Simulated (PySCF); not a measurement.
Compound: C6H10FNSi2.
Atom-mapped SMILES: `[N:1]#[C:2][C@@H:3]1[SiH2:4][C@@H:5]([SiH3:6])[CH2:7]/[C:8]1=[CH:9]/[F:10]`

NICS is the negative of the GIAO shielding at a point without a nucleus: at the ring centre (0) and 1 Å above and below it (1); zz is the component along the ring normal. Level: GIAO PBE0/pcSseg-1 (PySCF, non-relativistic, gas phase) on the GFN2-xTB geometry, one conformer.

Ring bond lengths (Å), with Mayer bond orders in brackets: C3–Si4 1.932 (0.79), Si4–C5 1.908 (0.89), C5–C7 1.541 (0.99), C7–C8 1.495 (1.00), C8–C3 1.506 (0.97).

What do the NICS probes read (ppm)?

```tsv
ring	type	NICS(0)	NICS(1), two faces	NICS(1)zz, two faces	rms pucker (Å)	centre to ring atoms, mean (Å)
C3–Si4–C5–C7–C8	5-membered ring with Si; formal bonds all single	-4.7	-5.2 / -2.6	-4.1 / -0.8	0.19	1.40
```

What do they say, and how far can they be read as aromaticity?

- C3–Si4–C5–C7–C8: mean NICS(1)zz -2.5 ppm, near zero. C3, Si4, C5, C7 have four or more neighbours, so the value isn't read as a sign of a π ring current. The two faces differ by 3.3 ppm, so no symmetry operation interchanges them.

At the first NICS(1) probe listed for ring C3–Si4–C5–C7–C8, 1 Å off the ring, what do the in-plane components average?

The isotropic value is a third of the trace: (3 × -5.2 − (-4.1))/2 = -5.8 ppm.

List the ring angles and the Hirshfeld charges of the ring atoms.

- C3–Si4–C5–C7–C8: C3 103.6° (-0.092 e), Si4 93.3° (+0.365 e), C5 103.7° (-0.192 e), C7 107.0° (-0.067 e), C8 112.3° (-0.015 e); sum 519.9° against 540° for a flat convex ring.
